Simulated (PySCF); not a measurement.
## Energy of Hg²⁺ (mercury, charge +2) between two integer charges

The 5d beta orbital of [Xe] 4f14 5d10 is emptied in steps (occupation f), with all orbitals relaxed, ending at [Xe] 4f14 5d9. All numbers are calculated (PySCF 2.14, a scalar-relativistic core potential, in def2-TZVPPD with the def2 core potential (60 electrons)). The exact energy is a straight line in f; departures are measured from the line between the end points of the same method.

```
   f  UHF (eV)  LDA (eV)  PBE (eV)  PBE0 (eV)  r2SCAN (eV)  LC-wPBE (eV)  BHandHLYP (eV)  wB97X (eV)  TPSS (eV)  M06-2X (eV)
   1     0.000     0.000     0.000      0.000        0.000         0.000           0.000       0.000      0.000        0.000
0.75     0.301    -1.255    -1.220     -0.848       -1.147        -0.307          -0.477      -0.380     -1.189       -0.510
 0.5     0.392    -1.682    -1.631     -1.133       -1.528        -0.411          -0.642      -0.509     -1.589       -0.686
0.25     0.287    -1.268    -1.225     -0.850       -1.145        -0.309          -0.485      -0.381     -1.194       -0.525
   0     0.000     0.000     0.000      0.000        0.000         0.000           0.000       0.000      0.000        0.000
```

```
   method  E(f=0) − E(f=1) (eV)  −ε at f=1 (eV)  −ε at f=0.5 (eV)
      UHF                33.609          35.261            33.569
      LDA                35.733          29.077            35.699
      PBE                35.326          28.841            35.313
     PBE0                35.221          30.707            35.215
   r2SCAN                35.220          29.108            35.223
  LC-wPBE                35.094          33.470            35.087
BHandHLYP                35.004          32.479            34.984
    wB97X                35.130          33.118            35.128
     TPSS                35.069          28.749            35.056
   M06-2X                35.418          32.718            35.385
```

Orbital energy along the path (eV):

```
   f      UHF      LDA      PBE     PBE0   r2SCAN  LC-wPBE  BHandHLYP    wB97X     TPSS   M06-2X
   1  -35.261  -29.077  -28.841  -30.707  -29.108  -33.470    -32.479  -33.118  -28.749  -32.718
0.75  -34.383  -32.358  -32.058  -32.952  -32.162  -34.268    -33.715  -34.108  -31.885  -34.043
 0.5  -33.569  -35.699  -35.313  -35.215  -35.223  -35.087    -34.984  -35.128  -35.056  -35.385
0.25  -32.817  -39.090  -38.585  -37.486  -38.278  -35.916    -36.282  -36.151  -38.247  -36.750
   0  -32.116  -42.521  -41.869  -39.759  -41.322  -36.744    -37.613  -37.144  -41.442  -38.388
```

Reference removal energy between the ground levels: 34.49 ± 0.05 eV (measured; NIST Atomic Spectra Database, ionization energies). The calculation has no spin-orbit coupling. UHF lacks correlation.
